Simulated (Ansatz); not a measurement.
Program: Ansatz. Geometries: PBE0-D4/def2-TZVP. ΔE: electronic, gas phase. CBS: MP2 limit from def2 TZ/QZ plus the TZ coupled-cluster correction, frozen cores. DFT in def2-TZVPP. B3LYP here is the variant with VWN-RPA as its local correlation; programs differ in this. One conformer a species, not always the lowest.

`[AlH2][SiH]([SiH3])O[SiH3]` + `C[SiH](O)F` → `C[SiH](F)[O][AlH2]` + `[SiH3]O[SiH2][SiH3]`  (cleavage of the Al–Si bond)

`[AlH2][SiH]([SiH3])O[SiH3]`:

Cartesian coordinates in Å:
```
Al -0.842 -1.088 2.572
Si 0.389 -0.179 0.649
Si -0.200 2.064 0.254
O 0.152 -1.101 -0.705
Si 0.466 -1.127 -2.310
H -0.685 -0.366 3.980
H -1.804 -2.344 2.436
H 1.855 -0.142 0.958
H 0.100 2.847 1.486
H -1.656 2.194 -0.035
H 0.554 2.658 -0.884
H 1.929 -1.244 -2.551
H -0.026 0.123 -2.949
H -0.231 -2.296 -2.900
```

`C[SiH](O)F`:

Cartesian coordinates in Å:
```
C -1.112 0.066 -0.308
Si 0.514 -0.097 0.562
O 1.744 -0.482 -0.442
F 0.813 1.307 1.271
H -1.903 0.319 0.402
H -1.381 -0.871 -0.800
H -1.080 0.854 -1.066
H 0.524 -1.138 1.610
H 1.881 0.042 -1.232
```

`C[SiH](F)[O][AlH2]`:

Cartesian coordinates in Å:
```
C -0.050 -0.912 1.672
Si -0.389 -0.854 -0.144
F -1.976 -0.844 -0.354
O 0.237 0.473 -0.814
Al 0.563 1.904 -1.647
H 1.027 -0.935 1.861
H -0.493 -1.805 2.121
H -0.466 -0.036 2.175
H 0.116 -2.049 -0.861
H -0.639 2.691 -2.300
H 2.071 2.367 -1.709
```

`[SiH3]O[SiH2][SiH3]`:

```xyz
12

Si    2.072   -0.684   -0.013
O     1.189    0.691   -0.001
Si   -0.321    1.331    0.028
Si   -1.974   -0.336   -0.011
H     1.167   -1.866   -0.034
H     2.934   -0.703   -1.221
H     2.921   -0.737    1.203
H    -0.481    2.227   -1.149
H    -0.468    2.156    1.258
H    -1.859   -1.230    1.173
H    -1.867   -1.164   -1.243
H    -3.313    0.315    0.011
```

CCSD(T)/CBS gives -1.75 eV.

Problem. Another level gave -1.88 eV. Which?
A. B3LYP-D4/def2-TZVPP
B. SCS-MP2/def2-TZVPP
C. r2SCAN/def2-TZVPP
D. HF/def2-TZVPP

Solution. B. SCS-MP2/def2-TZVPP -1.88, B3LYP-D4 -1.76, r2SCAN -1.71, HF/def2-TZVPP -2.00 eV.

Largest T1 diagnostic among the species: 0.013.

From PBE to PBE0 (25 % exact exchange), in def2-TZVPP and without D4, ΔE moves by −0.08 eV. In def2-TZVPP, CCSD(T) changes the Hartree–Fock value by +0.24 eV (the triples alone add +0.04 eV) and MP2 by +0.15 eV.
